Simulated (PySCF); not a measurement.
```xyz
8

O      2.0058     1.3655     0.1076
Si     1.2705    -0.0073     0.0922
Si    -1.1037     0.1139    -0.0834
H      1.5888    -0.9710    -1.0353
H      1.4180    -0.9057     1.3057
H     -1.7822    -1.2253    -0.1067
H     -1.6132     0.7923    -1.3160
H     -1.7841     0.8376     1.0358
```

Charge -1, multiplicity 1.

### Question
Give the Mulliken and meta-Löwdin atomic charges from CAM-B3LYP-D3(BJ)/def2-TZVPD (PySCF).

### Answer

```csv
atom,Mulliken (e),meta-Löwdin (e)
O1,-0.68,-1.01
Si2,0.15,0.70
Si3,0.17,0.12
H4,-0.12,-0.22
H5,-0.12,-0.22
H6,-0.13,-0.13
H7,-0.13,-0.12
H8,-0.13,-0.12
```
